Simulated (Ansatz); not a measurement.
Cs3I2. Charge 0, multiplicity 2. Geometry PBE-D4/def2-SVP; atoms count from 1.

```csv
atom,x (Å),y (Å),z (Å)
Cs1,-0.666,1.914,2.025
Cs2,0.244,0.820,-2.735
Cs3,0.423,-2.739,0.708
I4,-2.330,-0.447,-0.339
I5,2.330,0.452,0.341
```

In the def2 sets Cs, I take a core potential; there is no spin–orbit coupling. The structure comes from a short search, and lower isomers may exist.

**Question.** Estimate the Mulliken populations from the PBE0/def2-TZVP orbitals of Ansatz.

**Answer.** 
```
atom  charge (e)  spin (α − β)
 Cs1        0.50          0.34
 Cs2        0.50          0.34
 Cs3        0.50          0.34
  I4       -0.75         -0.01
  I5       -0.75         -0.01
```
Mulliken values and Mayer orders depend strongly on the basis.

**Question.** Where does the spin sit?

**Answer.** Summed by element: Cs 1.01, I -0.01, of 1 unpaired in all. Largest on single atoms: Cs2 0.34, Cs3 0.34, Cs1 0.34.
